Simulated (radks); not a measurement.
Problem. These are the eigenvalues of the occupied orbitals of an atom or ion with whole-number occupations (eV). Method: scalar-relativistic Kohn-Sham, LDA (Slater exchange, Perdew-Wang correlation), spin-unpolarised, spherical densities, point nucleus; computed with a radial shooting solver on a logarithmic mesh with Libxc functionals.

| orbital | eigenvalue |
|---|---|
| 1s | -20452.86 |
| 2s | -4192.924 |
| 2p | -3933.553 |
| 5f | -516.0203 |

Which element is it, and in what charge state? The configuration may be excited.

Solution. Z = 41, niobium, charge +30: Nb30+ in [Ne] 5f1. The list shows which subshells hold electrons but not how many an open one holds; the 1s level, -751.63 hartree, gives Z - s = 38.8 by -(Z - s)^2/2, which with screening and relativity narrows Z to a few neighbours, and the depths of the outer levels then fix element, charge and occupations together.
